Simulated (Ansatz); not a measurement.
Cost and result for the atomization energy of ClH7N2O2Si2 (`N[Si@H](Cl)O[Si@@H](N)O`) (14 atoms, 13 bonds).

```json
{"atom": "N1", "x (Å)": "1.0168", "y (Å)": "0.3476", "z (Å)": "-1.9005"}
{"atom": "Si2", "x (Å)": "-0.3152", "y (Å)": "0.9575", "z (Å)": "-1.0348"}
{"atom": "O3", "x (Å)": "-1.5348", "y (Å)": "1.3514", "z (Å)": "-2.0470"}
{"atom": "O4", "x (Å)": "-0.7629", "y (Å)": "-0.2382", "z (Å)": "-0.0040"}
{"atom": "Si5", "x (Å)": "-0.2776", "y (Å)": "-1.1774", "z (Å)": "1.2165"}
{"atom": "N6", "x (Å)": "0.1562", "y (Å)": "-0.2268", "z (Å)": "2.5510"}
{"atom": "Cl7", "x (Å)": "1.4237", "y (Å)": "-2.2364", "z (Å)": "0.7188"}
{"atom": "H8", "x (Å)": "1.4968", "y (Å)": "0.8996", "z (Å)": "-2.5914"}
{"atom": "H9", "x (Å)": "1.6174", "y (Å)": "-0.3469", "z (Å)": "-1.4861"}
{"atom": "H10", "x (Å)": "-0.0994", "y (Å)": "2.1979", "z (Å)": "-0.2613"}
{"atom": "H11", "x (Å)": "-1.7522", "y (Å)": "0.7039", "z (Å)": "-2.7207"}
{"atom": "H12", "x (Å)": "-1.3334", "y (Å)": "-2.1867", "z (Å)": "1.4222"}
{"atom": "H13", "x (Å)": "-0.4414", "y (Å)": "0.5077", "z (Å)": "2.8918"}
{"atom": "H14", "x (Å)": "0.8061", "y (Å)": "-0.5531", "z (Å)": "3.2454"}
```

The species carries charge 0 and has multiplicity 1. The structure was optimised at the PBE0-D4/def2-TZVP level. It is one conformer, not always the lowest. Program: Ansatz. All runs use 2 threads of an AMD EPYC 7R13 on a shared host and a share of an NVIDIA H100 80 GB. Times are those of one run each, without the atoms' runs, and a repeat can differ threefold. Electronic energies, without spin–orbit coupling; frozen cores. CCSD(T)/CBS adds CCSD(T) − MP2 in def2-TZVPP to the MP2 limit, and its time is that of the two runs behind it. T1 = 0.011. B3LYP takes the VWN-RPA correlation (the form of Gaussian; ORCA's B3LYP/G).

CCSD(T)/CBS is a level of theory with its own doubt, some kJ/mol a heavy atom from the limit and from the frozen cores, so smaller differences don't rank the functionals.

| level | functions | wall time |
| --- | --- | --- |
| PBE-D4/def2-TZVPP (with forces) | 348 | 4.5 s |
| PBE0-D4/def2-TZVPP | 348 | 5 s |
| B2PLYP/def2-TZVPP | 348 | 7 s |
| r2SCAN-D4/def2-TZVPP (with forces) | 348 | 7.5 s |
| ωB97X-V/def2-TZVPP | 348 | 7.5 s |
| MP2/def2-QZVPP | 648 | 7.5 s |
| ωB97M-V/def2-TZVPP (with forces) | 348 | 8 s |
| B3LYP-D4/def2-TZVPP (with forces) | 348 | 8.5 s |
| CCSD(T)/def2-TZVPP | 348 | 16 s |
| CCSD(T)/CBS(def2) | – | 24 s |

What atomization energy does each give, and how far from CCSD(T)/CBS? (Estimate.)

Computed: 
```json
{"level": "PBE-D4/def2-TZVPP (with forces)", "atomization (kJ/mol)": "5328.5", "difference from CCSD(T)/CBS": "21.5", "per bond": "1.7"}
{"level": "PBE0-D4/def2-TZVPP", "atomization (kJ/mol)": "5227.7", "difference from CCSD(T)/CBS": "-79.3", "per bond": "-6.1"}
{"level": "B2PLYP/def2-TZVPP", "atomization (kJ/mol)": "5215.0", "difference from CCSD(T)/CBS": "-92.0", "per bond": "-7.1"}
{"level": "r2SCAN-D4/def2-TZVPP (with forces)", "atomization (kJ/mol)": "5269.3", "difference from CCSD(T)/CBS": "-37.7", "per bond": "-2.9"}
{"level": "ωB97X-V/def2-TZVPP", "atomization (kJ/mol)": "5309.6", "difference from CCSD(T)/CBS": "2.6", "per bond": "0.2"}
{"level": "MP2/def2-QZVPP", "atomization (kJ/mol)": "5353.2", "difference from CCSD(T)/CBS": "46.2", "per bond": "3.6"}
{"level": "ωB97M-V/def2-TZVPP (with forces)", "atomization (kJ/mol)": "5312.6", "difference from CCSD(T)/CBS": "5.6", "per bond": "0.4"}
{"level": "B3LYP-D4/def2-TZVPP (with forces)", "atomization (kJ/mol)": "5270.7", "difference from CCSD(T)/CBS": "-36.3", "per bond": "-2.8"}
{"level": "CCSD(T)/def2-TZVPP", "atomization (kJ/mol)": "5119.3", "difference from CCSD(T)/CBS": "-187.7", "per bond": "-14.4"}
{"level": "CCSD(T)/CBS(def2)", "atomization (kJ/mol)": "5307.0", "difference from CCSD(T)/CBS": "0.0", "per bond": "0.0"}
```

From PBE to PBE0 (25 % exact exchange), in def2-TZVPP and without D4, the atomization energy moves by −95.3 kJ/mol: exact exchange takes away binding that semilocal exchange gives to molecules. The D4 term adds +63.1 kJ/mol with B3LYP and +33.8 kJ/mol with PBE0; it sums over pairs of atoms, weighted by their polarisabilities, and B3LYP, whose exchange is more repulsive, gets the larger term. In def2-TZVPP, CCSD(T) changes the Hartree–Fock value by +1402.5 kJ/mol (the triples alone add +80.6 kJ/mol) and MP2 by +1522.7 kJ/mol; breaking electron pairs costs correlation energy, which Hartree–Fock lacks.
